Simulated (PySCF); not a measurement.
# Energy of Mo (molybdenum, neutral) between two integer charges

The 5s alpha orbital of [Kr] 4d5 5s1 is emptied in steps (occupation f), with all orbitals relaxed, ending at [Kr] 4d5. All numbers are calculated (PySCF 2.14, a scalar-relativistic core potential, in aug-cc-pVDZ-PP with ECP28MDF). The exact energy is a straight line in f; departures are measured from the line between the end points of the same method.

| f | UHF (eV) | LDA (eV) | PBE (eV) |
| --- | --- | --- | --- |
| 1 | 0.000 | 0.000 | 0.000 |
| 0.9 | 0.020 | -0.259 | -0.257 |
| 0.7 | 0.045 | -0.608 | -0.603 |
| 0.5 | 0.052 | -0.727 | -0.723 |
| 0.3 | 0.043 | -0.613 | -0.611 |
| 0.1 | 0.018 | -0.264 | -0.264 |
| 0 | 0.000 | 0.000 | 0.000 |

Problem. For UHF, how does the orbital energy at f = 1 compare with the removal energy?

Solution. −ε = 6.483 eV against a total-energy difference of 6.256 eV. By Janak's theorem ε = ∂E/∂f, so the gap between them reflects the curvature. Along the path −ε is 6.431 (f = 0.9), 6.335 (f = 0.7), 6.248 (f = 0.5), 6.168 (f = 0.3), 6.096 (f = 0.1) eV.

| method | E(f=0) − E(f=1) (eV) | −ε at f=1 (eV) | −ε at f=0.5 (eV) |
| --- | --- | --- | --- |
| UHF | 6.256 | 6.483 | 6.248 |
| LDA | 7.771 | 4.898 | 7.755 |
| PBE | 7.513 | 4.670 | 7.489 |

Reference removal energy between the ground levels: 7.092 eV (measured; NIST Atomic Spectra Database, ionization energies). UHF lacks correlation.
